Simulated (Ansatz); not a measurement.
Ansatz (an electronic-structure program) input (B3LYP-D3(BJ)/def2-TZVP):

Ansatz 0.2 input:
```yaml
crystal:
  periodic: [false, false, false]
  atoms:
    - {symbol: C, position_ang: [-2.63274307, -0.29139094, -0.22177699]}
    - {symbol: C, position_ang: [-1.15382349, -0.42222108, -0.58585437]}
    - {symbol: C, position_ang: [-0.32048590, 0.82129737, -0.22804780]}
    - {symbol: C, position_ang: [1.14692349, 0.68901353, -0.51042971]}
    - {symbol: C, position_ang: [1.96995171, -0.05611019, 0.30528580]}
    - {symbol: O, position_ang: [1.66994984, -0.69651074, 1.35820230]}
    - {symbol: H, position_ang: [-2.75174753, -0.11854350, 0.85211213]}
    - {symbol: H, position_ang: [-3.20515367, -1.18889632, -0.47895226]}
    - {symbol: H, position_ang: [-3.09433055, 0.55660060, -0.74030290]}
    - {symbol: H, position_ang: [-0.70970128, -1.27046692, -0.06003602]}
    - {symbol: H, position_ang: [-1.04969547, -0.62413953, -1.65806017]}
    - {symbol: H, position_ang: [-0.47126566, 1.00442873, 0.84611696]}
    - {symbol: H, position_ang: [-0.74492372, 1.68815579, -0.75628548]}
    - {symbol: H, position_ang: [1.56674638, 1.15765651, -1.39521880]}
    - {symbol: H, position_ang: [3.04153646, -0.07624140, -0.03005359]}
basis:
  gaussian:
    orbitals: def2-TZVP
hamiltonian:
  xc: b3lyp
  dispersion: d3bj
total_charge: -1
phonons: {temperatures: {t_min: 298.15, t_max: 298.15, t_step: 100}}
```

Output:

```
Functional definition: B3LYP
integrals: 0.16 GiB planned
1447 factors; their error is unknown
0.32 GiB of the device are held for the grids
1.29 GiB of device memory are held for the factors and their scratch space
mean field: 1.29 GiB planned
mean field evaluation 1: about -7372.9358 eV, gradient 6.3e1 eV
mean field evaluation 2: about -7361.8612 eV, gradient 9.3e1 eV
mean field evaluation 4: about -7382.0227 eV, gradient 9.3e0 eV
mean field evaluation 8: about -7382.1922 eV, gradient 1.6e-1 eV
mean field evaluation 16: about -7382.1667 eV, gradient 6.4e-4 eV
mean field -7382.16669867 eV, -271.2896223638 hartree, gradient 3.4e-5 eV, S^2 0.000000; 0 other end points of the search recorded, 0 dependent functions left out
the calculation of the forces begins
reference -7382.16699817 eV, -271.2896333701 hartree; 24, 24 occupied and 216, 216 virtual orbitals, 1447 factors
these checks for a lower state are left out or cut short: stability, starts, cluster_reference, orbital_swaps, neighbouring_geometries, increment
integrals: 0.16 GiB planned
1447 factors; their error is unknown
0.32 GiB of the device are held for the grids
1.29 GiB of device memory are held for the factors and their scratch space
mean field: 1.29 GiB planned
mean field -7382.16650493 eV, -271.2896152439 hartree, gradient 2.4e-6 eV, S^2 0.000000; 0 other end points of the search recorded, 0 dependent functions left out
the calculation of the forces begins
reference -7382.16680446 eV, -271.2896262516 hartree; 24, 24 occupied and 216, 216 virtual orbitals, 1447 factors
these checks for a lower state are left out or cut short: stability, starts, cluster_reference, orbital_swaps, neighbouring_geometries, increment
integrals: 0.16 GiB planned
1447 factors; their error is unknown
0.32 GiB of the device are held for the grids
1.29 GiB of device memory are held for the factors and their scratch space
mean field: 1.29 GiB planned
mean field evaluation 32: about -7382.1666 eV, gradient 8.7e-3 eV
mean field -7382.16661615 eV, -271.2896193314 hartree, gradient 2.4e-6 eV, S^2 0.000000; 0 other end points of the search recorded, 0 dependent functions left out
the calculation of the forces begins
reference -7382.16691561 eV, -271.2896303363 hartree; 24, 24 occupied and 216, 216 virtual orbitals, 1447 factors
these checks for a lower state are left out or cut short: stability, starts, cluster_reference, orbital_swaps, neighbouring_geometries, increment
integrals: 0.16 GiB planned
1447 factors; their error is unknown
0.32 GiB of the device are held for the grids
1.29 GiB of device memory are held for the factors and their scratch space
mean field: 1.29 GiB planned
mean field -7382.16651523 eV, -271.2896156226 hartree, gradient 2.4e-6 eV, S^2 0.000000; 0 other end points of the search recorded, 0 dependent functions left out
the calculation of the forces begins
reference -7382.16681475 eV, -271.2896266296 hartree; 24, 24 occupied and 216, 216 virtual orbitals, 1447 factors
these checks for a lower state are left out or cut short: stability, starts, cluster_reference, orbital_swaps, neighbouring_geometries, increment
integrals: 0.16 GiB planned
1447 factors; their error is unknown
0.32 GiB of the device are held for the grids
1.29 GiB of device memory are held for the factors and their scratch space
mean field: 1.29 GiB planned
mean field -7382.16655013 eV, -271.2896169051 hartree, gradient 2.4e-6 eV, S^2 0.000000; 0 other end points of the search recorded, 0 dependent functions left out
[...]
mean field -7382.16664595 eV, -271.2896204265 hartree, gradient 2.4e-6 eV, S^2 0.000000; 0 other end points of the search recorded, 0 dependent functions left out
the calculation of the forces begins
reference -7382.16694547 eV, -271.2896314337 hartree; 24, 24 occupied and 216, 216 virtual orbitals, 1447 factors
these checks for a lower state are left out or cut short: stability, starts, cluster_reference, orbital_swaps, neighbouring_geometries, increment
integrals: 0.16 GiB planned
1447 factors; their error is unknown
0.32 GiB of the device are held for the grids
1.29 GiB of device memory are held for the factors and their scratch space
mean field: 1.29 GiB planned
mean field -7382.16669334 eV, -271.2896221679 hartree, gradient 2.4e-6 eV, S^2 0.000000; 0 other end points of the search recorded, 0 dependent functions left out
the calculation of the forces begins
reference -7382.16699280 eV, -271.2896331728 hartree; 24, 24 occupied and 216, 216 virtual orbitals, 1447 factors
these checks for a lower state are left out or cut short: stability, starts, cluster_reference, orbital_swaps, neighbouring_geometries, increment
integrals: 0.16 GiB planned
1447 factors; their error is unknown
0.32 GiB of the device are held for the grids
1.29 GiB of device memory are held for the factors and their scratch space
mean field: 1.29 GiB planned
mean field -7382.16665525 eV, -271.2896207681 hartree, gradient 2.4e-6 eV, S^2 0.000000; 0 other end points of the search recorded, 0 dependent functions left out
the calculation of the forces begins
reference -7382.16695478 eV, -271.2896317758 hartree; 24, 24 occupied and 216, 216 virtual orbitals, 1447 factors
these checks for a lower state are left out or cut short: stability, starts, cluster_reference, orbital_swaps, neighbouring_geometries, increment
integrals: 0.16 GiB planned
1447 factors; their error is unknown
0.32 GiB of the device are held for the grids
1.29 GiB of device memory are held for the factors and their scratch space
mean field: 1.29 GiB planned
mean field -7382.16660835 eV, -271.2896190447 hartree, gradient 2.4e-6 eV, S^2 0.000000; 0 other end points of the search recorded, 0 dependent functions left out
the calculation of the forces begins
reference -7382.16690788 eV, -271.2896300522 hartree; 24, 24 occupied and 216, 216 virtual orbitals, 1447 factors
these checks for a lower state are left out or cut short: stability, starts, cluster_reference, orbital_swaps, neighbouring_geometries, increment
integrals: 0.16 GiB planned
1447 factors; their error is unknown
0.32 GiB of the device are held for the grids
1.29 GiB of device memory are held for the factors and their scratch space
mean field: 1.29 GiB planned
mean field evaluation 608: about -7382.1666 eV, gradient 2.4e-6 eV
mean field -7382.16664662 eV, -271.2896204509 hartree, gradient 2.4e-6 eV, S^2 0.000000; 0 other end points of the search recorded, 0 dependent functions left out
the calculation of the forces begins
reference -7382.16694608 eV, -271.2896314560 hartree; 24, 24 occupied and 216, 216 virtual orbitals, 1447 factors
these checks for a lower state are left out or cut short: stability, starts, cluster_reference, orbital_swaps, neighbouring_geometries, increment
integrals: 0.16 GiB planned
1447 factors; their error is unknown
0.32 GiB of the device are held for the grids
1.29 GiB of device memory are held for the factors and their scratch space
mean field: 1.29 GiB planned
mean field -7382.16664693 eV, -271.2896204623 hartree, gradient 2.4e-6 eV, S^2 0.000000; 0 other end points of the search recorded, 0 dependent functions left out
the calculation of the forces begins
reference -7382.16694650 eV, -271.2896314712 hartree; 24, 24 occupied and 216, 216 virtual orbitals, 1447 factors
these checks for a lower state are left out or cut short: stability, starts, cluster_reference, orbital_swaps, neighbouring_geometries, increment
integrals: 0.16 GiB planned
1447 factors; their error is unknown
0.32 GiB of the device are held for the grids
1.29 GiB of device memory are held for the factors and their scratch space
mean field: 1.29 GiB planned
mean field -7382.16660196 eV, -271.2896188096 hartree, gradient 2.4e-6 eV, S^2 0.000000; 0 other end points of the search recorded, 0 dependent functions left out
the calculation of the forces begins
reference -7382.16690138 eV, -271.2896298134 hartree; 24, 24 occupied and 216, 216 virtual orbitals, 1447 factors
these checks for a lower state are left out or cut short: stability, starts, cluster_reference, orbital_swaps, neighbouring_geometries, increment
integrals: 0.16 GiB planned
1447 factors; their error is unknown
0.32 GiB of the device are held for the grids
1.29 GiB of device memory are held for the factors and their scratch space
mean field: 1.29 GiB planned
mean field -7382.16668232 eV, -271.2896217631 hartree, gradient 2.4e-6 eV, S^2 0.000000; 0 other end points of the search recorded, 0 dependent functions left out
the calculation of the forces begins
reference -7382.16698182 eV, -271.2896327693 hartree; 24, 24 occupied and 216, 216 virtual orbitals, 1447 factors
these checks for a lower state are left out or cut short: stability, starts, cluster_reference, orbital_swaps, neighbouring_geometries, increment
integrals: 0.16 GiB planned
1447 factors; their error is unknown
0.32 GiB of the device are held for the grids
1.29 GiB of device memory are held for the factors and their scratch space
mean field: 1.29 GiB planned
mean field -7382.16669202 eV, -271.2896221195 hartree, gradient 2.4e-6 eV, S^2 0.000000; 0 other end points of the search recorded, 0 dependent functions left out
the calculation of the forces begins
reference -7382.16699152 eV, -271.2896331260 hartree; 24, 24 occupied and 216, 216 virtual orbitals, 1447 factors
these checks for a lower state are left out or cut short: stability, starts, cluster_reference, orbital_swaps, neighbouring_geometries, increment
integrals: 0.16 GiB planned
1447 factors; their error is unknown
0.32 GiB of the device are held for the grids
1.29 GiB of device memory are held for the factors and their scratch space
mean field: 1.29 GiB planned
mean field evaluation 640: about -7382.1667 eV, gradient 4.5e-4 eV
mean field -7382.16667985 eV, -271.2896216722 hartree, gradient 2.4e-6 eV, S^2 0.000000; 0 other end points of the search recorded, 0 dependent functions left out
the calculation of the forces begins
reference -7382.16697932 eV, -271.2896326774 hartree; 24, 24 occupied and 216, 216 virtual orbitals, 1447 factors
these checks for a lower state are left out or cut short: stability, starts, cluster_reference, orbital_swaps, neighbouring_geometries, increment
integrals: 0.16 GiB planned
1447 factors; their error is unknown
0.32 GiB of the device are held for the grids
1.29 GiB of device memory are held for the factors and their scratch space
mean field: 1.29 GiB planned
mean field -7382.16667634 eV, -271.2896215432 hartree, gradient 2.4e-6 eV, S^2 0.000000; 0 other end points of the search recorded, 0 dependent functions left out
the calculation of the forces begins
reference -7382.16697587 eV, -271.2896325506 hartree; 24, 24 occupied and 216, 216 virtual orbitals, 1447 factors
Total energy: -7382.67718289 eV, -271.3083823127 hartree
Atom 0 at    -2.632743    -0.291391    -0.221777 Å, force    -0.000426    -0.000508     0.000263 eV/Å
Atom 1 at    -1.153823    -0.422221    -0.585854 Å, force    -0.000643    -0.000073    -0.000172 eV/Å
Atom 2 at    -0.320486     0.821297    -0.228048 Å, force     0.000372    -0.000093    -0.000433 eV/Å
Atom 3 at     1.146923     0.689014    -0.510430 Å, force     0.000838     0.000627     0.000186 eV/Å
Atom 4 at     1.969952    -0.056110     0.305286 Å, force    -0.000323    -0.001133     0.001337 eV/Å
Atom 5 at     1.669950    -0.696511     1.358202 Å, force     0.000164     0.000815    -0.001076 eV/Å
Atom 6 at    -2.751748    -0.118543     0.852112 Å, force     0.000091    -0.000141    -0.000138 eV/Å
Atom 7 at    -3.205154    -1.188896    -0.478952 Å, force    -0.000251    -0.000015     0.000112 eV/Å
Atom 8 at    -3.094331     0.556601    -0.740303 Å, force    -0.000012     0.000207    -0.000275 eV/Å
Atom 9 at    -0.709701    -1.270467    -0.060036 Å, force     0.000304     0.000660     0.000248 eV/Å
Atom 10 at    -1.049695    -0.624140    -1.658060 Å, force    -0.000057     0.000265     0.000660 eV/Å
Atom 11 at    -0.471266     1.004429     0.846117 Å, force    -0.000080    -0.000452    -0.000549 eV/Å
Atom 12 at    -0.744924     1.688156    -0.756285 Å, force     0.000072    -0.000408    -0.000190 eV/Å
Atom 13 at     1.566746     1.157657    -1.395219 Å, force    -0.000148     0.000438     0.000502 eV/Å
Atom 14 at     3.041536    -0.076241    -0.030054 Å, force     0.000100    -0.000189    -0.000473 eV/Å
Dipole moment:    -1.106006     0.146327    -0.545121 e Å
Vibrations: 43.46 90.58 197.81 232.34 251.15 354.92 483.63 595.55 694.33 767.95 857.36 889.97 958.66 966.63 1023.45 1100.74 1104.06 1169.12 1263.35 1294.35 1319.49 1349.55 1355.14 1387.49 1443.47 1459.60 1484.97 1492.30 1500.68 1615.08 2700.36 2938.20 2964.46 2992.79 3001.38 3034.07 3053.05 3072.06 3124.36 cm⁻¹, zero-point energy 3.448491 eV
```

It need not be the lowest isomer of its formula. Whether it binds its extra electron was not tested at this geometry.
